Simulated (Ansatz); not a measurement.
Species: MgH (charge 0, doublet). 
Structure (B3LYP-D3(BJ)/def2-TZVP (Ansatz, a quantum-chemistry and plane-wave program) minimum search):
```xyz
2

Mg     0.0000     0.0000    -0.1341
H      0.0000     0.0000     1.6090
```
Charge 0, spin multiplicity 2.

Basis-set convergence of Hartree-Fock and CCSD(T) correlation energies (hartree) with Ansatz. Correlated levels leave the core frozen unless marked. UHF or UKS for open shells. Spin-orbit coupling is left out. No relativistic terms.

| basis | functions | E(HF) | E(corr, CCSD(T)) |
|---|---|---|---|
| def2-SVP | 23 | -200.07654 | -0.03446 |
| def2-TZVPP | 46 | -200.14923 | -0.04017 |
| def2-QZVPP | 93 | -200.15794 | -0.04213 |

Extrapolating the two largest sets (X = 3 and 4) as X^-3: E(corr) = (64·(-0.04213) - 27·(-0.04017))/37 = -0.0436 Eh, an estimate of the basis-set limit. The largest set recovers 96.7 % of it, the smallest 79.1 %.
